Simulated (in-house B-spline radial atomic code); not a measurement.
# RPA and G0W0 on SCAN: the xenon ion Xe⁶⁺

Configuration [Kr] 4d10 5s2, mean-field start SCAN. Computed with a B-spline radial code for spherical atoms: all electrons, non-relativistic, point nucleus, each spin shell either full or empty, empty states to l = 9 with an (l + 1/2)⁻⁴ tail; G0W0 by contour deformation at full frequency.

Without relativity these are model numbers: it shifts the levels of so heavy an element strongly and can reorder them.

Command:
```bash
python run_gw.py task.json out
```
Settings (radii: box in bohr, nucleus in fm):
```
Z                        54
electrons                48
configuration            [Kr] 4d10 5s2
hamiltonian              nr
method                   scan,scan
lmax                     9
spin_polarised           False
box_radius               9.29
intervals                52
ion_configuration        [Kr] 4d10 5s1
```

Cost of the run: 8.5 s on 1 thread of Arm Neoverse N1 (shared host).

Energies (hartree):

| term | value |
| --- | --- |
| mean-field total | -7226.95750 |
| Hartree-Fock functional on these orbitals | -7224.01787 |
| direct second order | -4.3054 |
| second-order exchange | 1.173 |
| SOSEX correction | 1.09 |

Problem. What is the RPA correlation energy, and what remains with SOSEX?

Solution. RPA gives -3.7891 hartree (-2.15 eV per electron); RPA + SOSEX gives -2.6991, and the second-order doubles -3.1323 hartree (no singles). RPA lacks exchange-type terms and so overcorrelates at short range.

Quasi-particle levels (eV):

```tsv
level	occupied	mean field	Σx - vxc	Σc	QP weight	G0W0
5s	yes	-83.41	-3.36	?	?	?
4d	yes	-137.70	-11.81	0.86	0.949	-148.65
5p	no	-69.95	6.64	-1.90	0.959	-65.21
```

G0W0 = mean field + (Σx - vxc) + Σc, with Σc (partial-wave tail included) taken at the quasi-particle energy. Only the outer levels were computed. Levels of low weight are left out.

Problem. Where does G0W0 put 5s?

Solution. At -89.53 eV, with Σc = -2.76 eV and a quasi-particle weight of 0.962. The tabulated removal energy is 91.6 ± 0.5 eV (NIST, semi-empirical); the calculation leaves out relativity, Breit and QED terms, and what these don't explain is the method's own error.

Problem. What does it cost to remove one electron (to [Kr] 4d10 5s1) by differences of total energies, each species on its own start (correlation terms add to the Hartree-Fock functional)?

Solution. SCAN 88.61 eV, Hartree-Fock functional 86.55 eV, + RPA 89.44 eV, + RPA + SOSEX 88.80 eV, + second order 90.38 eV. Tabulated: 91.6 ± 0.5 eV (NIST, semi-empirical); the calculation leaves out relativity, Breit and QED terms, and what these don't explain is the method's own error.
